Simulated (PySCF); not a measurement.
# Computed properties of B(H)(OEt)(NH2) (C2H8BNO), SMILES CCOBN

C₂H₈BNO, SMILES C(OBN)C. The structure is a stationary point at ωB97X-D3(BJ)/def2-SVP. This is a generated structure with no PubChem entry under its InChIKey; it may be hypothetical. The values are those of a single conformer. All values are computed for the isolated molecule unless a solvent is named; none is compared with measurement here.

**Structure.** All 33 harmonic modes at ωB97X-D3(BJ)/def2-SVP (PySCF) are real, so it is a minimum. With heavy atoms numbered as in [BH:1]([O:3][CH2:4][CH3:5])[NH2:11], the shortest bond between them is B1–O3 at 1.369 Å and the longest C4–C5 at 1.520 Å.

**Vibrations.** The strongest infrared lines (harmonic, unscaled, degenerate partners summed) lie at 1603 cm⁻¹ (324 km/mol, H 61 %, N 21 %, B 17 %), 1422 cm⁻¹ (241 km/mol, H 59 %, C 24 %, B 13 %), 425 cm⁻¹ (179 km/mol, H 82 %, N 17 %). The softest mode is at 59 cm⁻¹ and the zero-point energy is 70.2 kcal/mol.

**Electronic structure.** HF/def2-TZVP (PySCF) places the frontier levels at -10.99 and 3.68 eV, a gap of 14.67 eV, and gives a dipole moment of 0.41 D and a mean polarisability of 48.0 bohr³. PBE/def2-TZVP (PySCF) at the same geometry gives -6.02 and 0.31 eV, so its gap is 8.34 eV narrower. An orbital gap is neither the optical nor the fundamental gap.

**Excitations.** TDA-M06-2X/def2-SVPD (PySCF) has S1 at 7.02 eV (177 nm, f = 0.031, weak); the most intense of the 10 singlets computed lies at 8.00 eV (f = 0.22). T1 (TDA) is at 6.64 eV, 0.38 eV under S1. TDA-PBE/def2-SVPD (PySCF) puts S1 at 6.16 eV. No vertical singlet excitation falls in the visible range (under 3.1 eV).

**NMR.** GIAO shifts at PBE0/pcSseg-1 (PySCF) (non-relativistic, atoms alike by connectivity averaged): ¹³C from 23.1 to 69.0 ppm against TMS; ¹H from 1.4 to 4.5 ppm against TMS; ¹¹B at 15.6 ppm against BF3.
